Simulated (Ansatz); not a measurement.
Basis-set extrapolation for C2H9AlSSi, SMILES `C[SiH](C)[S][AlH2]` (PBE0-D4/def2-TZVP geometry, frozen core, Ansatz). Multiplicity 1, RHF reference.

|  | def2-TZVPP | def2-QZVPP |
| --- | --- | --- |
| HF | -1009.504609 | -1009.535753 |
| MP2 correlation | -0.745729 | -0.799935 |
| CCSD(T) correlation | -0.846914 | not run |

Energies in hartree. Use E(X) = E(∞) + A·exp(−7.88·√X) for Hartree–Fock and E(X) = E(∞) + B·X^(−2.97) for correlation, with X = 3 and 4, and add CCSD(T) minus MP2 of the smaller set to the MP2 limit.

Q: What is the CCSD(T) energy at the basis-set limit?

A: HF limit: -1009.535753 + (-0.031144) × 0.13774 = -1009.54004. MP2 limit: -0.799935 + (-0.054206) × 0.74074 = -0.84009. Higher-order term: -0.846914 − (-0.745729) = -0.10118. Total: -1010.48131 hartree, 340.8 kJ/mol below CCSD(T)/def2-TZVPP.
